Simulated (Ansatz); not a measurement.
CH₆FNSi₂ from Hartree–Fock to CCSD(T)

Cartesian coordinates in Å:
```
N -1.007 0.579 1.303
Si 0.177 -0.456 0.646
C 1.205 0.286 -0.678
Si 0.149 -0.675 -1.988
F -1.154 0.325 -1.937
H -1.482 1.207 0.672
H -1.640 0.228 2.004
H 0.819 -1.265 1.706
H 2.246 -0.041 -0.667
H 1.144 1.371 -0.763
H -0.455 -1.560 -0.298
```

Total charge 0; spin multiplicity 1. The bonds changed during the relaxation, so this is another structure than the one it started from. The geometry is a stationary point of PBE0-D4/def2-TZVP. It is one conformer, not always the lowest. Frozen core, restricted reference, Ansatz 0.2.0. CBS rows extrapolate triple and quadruple zeta; past MP2 they add the triple-zeta difference.

```json
{"basis": "def2-TZVPP", "HF (Eh)": "-773.27038", "MP2 corr.": "-0.87053"}
{"basis": "def2-QZVPP", "HF (Eh)": "-773.29803", "MP2 corr.": "-0.93934"}
```

Estimate the CCSD correlation energy and the (T) correction in each basis where they were run (hartree).


| basis | CCSD corr. | (T) |
| --- | --- | --- |
| def2-TZVPP | -0.91372 | -0.03483 |
| CBS(def2) | -1.03349 | as TZ |
